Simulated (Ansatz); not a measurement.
`FB1BO[SiH2]1`, relaxed with RKS PBE-D4/def2-SVP in Ansatz from a rough embedded geometry. The force threshold is 0.03 eV/Å; the program also tests the step.

The species carries charge 0 and has multiplicity 1.

Start:

```xyz
8

F     1.657   -0.853    1.566
B     0.584   -0.470    0.672
B    -0.316   -1.202   -0.583
O    -1.111   -0.012   -0.917
Si   -0.227    1.120    0.079
H    -0.133   -2.237   -1.181
H     0.672    1.945   -0.699
H    -1.125    1.709    1.063
```

(1) How much energy does the relaxation release, and in how many steps? (Best estimate.)

(2) Which bonds change most? (An estimate is asked.)

(3) Give the relaxed structure. (Estimate.)

Results:

(1) Ansatz gave: 0.96 eV, in 8 steps.

(2) Ansatz gave: B2–Si5 from 1.881 to 2.057 Å; F1–B2 from 1.449 to 1.320 Å; B3–O4 from 1.469 to 1.375 Å; Si5–H7 from 1.447 to 1.508 Å.

(3) Computed: 
```xyz
8

F     1.683   -0.988    1.597
B     0.791   -0.585    0.711
B    -0.209   -1.223   -0.576
O    -0.859   -0.073   -0.955
Si   -0.166    1.144    0.138
H    -0.445   -2.274   -1.146
H     0.490    2.217   -0.692
H    -1.284    1.782    0.923
```
